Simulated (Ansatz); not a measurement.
Al, charge +1, singlet; CCSD/def2-TZVP (Ansatz, a quantum-chemistry and plane-wave program).

The Ansatz input:
Ansatz 0.2 input:
```yaml
crystal:
  periodic: [false, false, false]
  atoms:
    - {symbol: Al, position_ang: [0.00000000, 0.00000000, 0.00000000]}
basis:
  gaussian:
    orbitals: def2-TZVP
total_charge: 1
magnetization: {spin_polarized: false}
correlation: {method: ccsd}
```

Output, abridged:

```
Functional definition: HF
226 factors; integrals over basis functions are off by at most 1.6e-4 eV
mean field evaluation 1: about -6576.1272 eV, gradient 2.8e0 eV
mean field evaluation 2: about -6576.1272 eV, gradient 2.8e0 eV
mean field evaluation 4: about -6576.1412 eV, gradient 1.4e-1 eV
mean field evaluation 8: about -6576.1413 eV, gradient 1.4e-5 eV
mean field -6576.14128511 eV, -241.6687347592 hartree, gradient 2.5e-6 eV, S^2 0.000000; 0 other end points of the search recorded, 0 dependent functions left out
5 core orbitals not correlated
reference -6576.14128511 eV, -241.6687347592 hartree; 1, 1 occupied and 31, 31 virtual orbitals, 226 factors
second order -0.74197215 eV of doubles, -0.00000000 eV of singles
cycle   1  -0.93080333 eV  change   -1.9e-1 eV  update   5.3e-2
cycle   2  -1.06512175 eV  change   -1.3e-1 eV  update   2.5e-2
cycle   3  -1.06995375 eV  change   -4.8e-3 eV  update   2.8e-3
cycle   4  -1.07074356 eV  change   -7.9e-4 eV  update   3.9e-4
cycle   5  -1.07052563 eV  change    2.2e-4 eV  update   4.3e-5
cycle   6  -1.07059149 eV  change   -6.6e-5 eV  update   1.0e-5
cycle   7  -1.07057500 eV  change    1.6e-5 eV  update   2.6e-6
cycle   8  -1.07057601 eV  change   -1.0e-6 eV  update   2.2e-7
Total energy: -6577.21186112 eV, -241.7080777019 hartree
```
